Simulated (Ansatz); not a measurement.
CH7FOSi2 can be A, `OC(F)([SiH3])[SiH3]`, or B, `FC[SiH2]O[SiH3]`.

Calculated with Ansatz (gas phase, PBE0-D4/def2-TZVP geometries, no zero-point term in ΔE). CBS: MP2 limit from def2 TZ/QZ plus the TZ coupled-cluster correction, frozen cores. Functionals use def2-TZVPP. B3LYP here is the variant with VWN-RPA as its local correlation; programs differ in this. Each species was taken in one conformer, which may not be the lowest.

(1) Which is lower in electronic energy at CCSD(T)/CBS, and by how much? (An estimate is asked.)

(2) Give E(B) − E(A) in kJ/mol with MP2/def2-TZVPP, B3LYP-D4, ωB97M-V, B3LYP, HF/def2-TZVPP, PBE-D4, PBE0-D4. (An estimate is asked.)

Largest T1 diagnostic: 0.013.

Answers

(1) Computed: B, by 277.5 kJ/mol.

(2) Ansatz gave: MP2/def2-TZVPP -285.8, B3LYP-D4 -271.7, ωB97M-V -269.1, B3LYP -275.2, HF/def2-TZVPP -315.1, PBE-D4 -239.1, PBE0-D4 -257.3. None reverses the order clearly.

From PBE to PBE0 (25 % exact exchange), in def2-TZVPP and without D4, E(B) − E(A) moves by −17.7 kJ/mol. The D4 term adds +3.4 kJ/mol with B3LYP and +1.6 kJ/mol with PBE0; it sums over pairs of atoms, weighted by their polarisabilities, and B3LYP, whose exchange is more repulsive, gets the larger term.
